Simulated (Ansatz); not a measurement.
Geometry optimisation, UKS B3LYP/6-31G in Ansatz 0.2.0.

Input file:

```yaml
crystal:
  periodic: [false, false, false]
  atoms:
    - { symbol: Si, position_ang: [-0.764647, -0.418878, -0.656052] }
    - { symbol: Cl, position_ang: [0.173407, 2.886114, -0.466844] }
    - { symbol: H, position_ang: [-1.340206, -1.71779, -1.150809] }
    - { symbol: H, position_ang: [-1.88651, 0.536976, -0.397789] }
    - { symbol: Si, position_ang: [0.577287, -0.845173, 1.242188] }
    - { symbol: H, position_ang: [0.542304, 2.287318, -1.593837] }
    - { symbol: F, position_ang: [0.163258, 0.176813, -1.952361] }
    - { symbol: H, position_ang: [1.153089, 0.403127, 1.833882] }
    - { symbol: H, position_ang: [-0.302944, -1.516737, 2.260387] }
    - { symbol: H, position_ang: [1.684962, -1.79187, 0.881235] }
magnetization:
  spin_polarized: true
basis:
  gaussian: { orbitals: "6-31G" }
hamiltonian:
  xc: b3lyp
relax:
  f_tol: 0.03
  max_steps: 50
```

Command:

```bash
$ ansatz run input.yaml --threads 2 --pin off --max-ram 3072MiB --backend cpu --events-out ev --progress --plain --runs-dir out
```

Problem. Where does it end, and by what steps?

Solution. It converged. The force dipped under the threshold on the way, but the program's further checks kept it going. Limits of this set-up: no polarisation functions. After 28 steps the energy has fallen by 0.209 eV; Cl2 moved furthest, 1.61 Å.

```tsv
step	energy less start (eV)	largest force component (eV/Å)	accepted
0	0.0000	0.570	yes
1	-0.0644	0.537	yes
2	-0.0993	0.577	yes
3	-0.1502	0.303	yes
4	-0.1464	0.431	no
5	-0.1696	0.057	yes
6	-0.1777	0.039	yes
7	-0.1844	0.152	yes
8	-0.1827	0.519	no
9	-0.1905	0.055	yes
10	-0.1938	0.089	yes
11	-0.1958	0.232	yes
12	-0.1977	0.155	yes
13	-0.2004	0.025	yes
14	-0.2022	0.107	yes
15	-0.2029	0.081	yes
16	-0.2037	0.050	yes
17	-0.2043	0.005	yes
18	-0.2048	0.058	yes
19	-0.2050	0.090	yes
20	-0.2053	0.062	yes
21	-0.2057	0.032	yes
22	-0.2064	0.089	yes
23	-0.2064	0.098	yes
24	-0.2074	0.047	yes
25	-0.2080	0.030	yes
26	-0.2084	0.059	yes
27	-0.2086	0.043	yes
28	-0.2089	0.014	yes
```

```xyz
10
Properties=species:S:1:pos:R:3
Si -1.048 -0.527 -0.507
Cl 1.584 2.949 -1.245
H -1.063 -1.691 -1.452
H -2.437 -0.248 -0.015
Si 0.515 -0.792 1.248
H 0.583 2.077 -1.436
F -0.604 0.851 -1.470
H 0.524 0.416 2.133
H 0.060 -1.985 2.040
H 1.884 -1.051 0.704
```

Time of the run: 26 s on 2 threads of AMD EPYC 9R45 96-Core Processor (Zen 5) (shared host), peak memory 0.22 GiB.
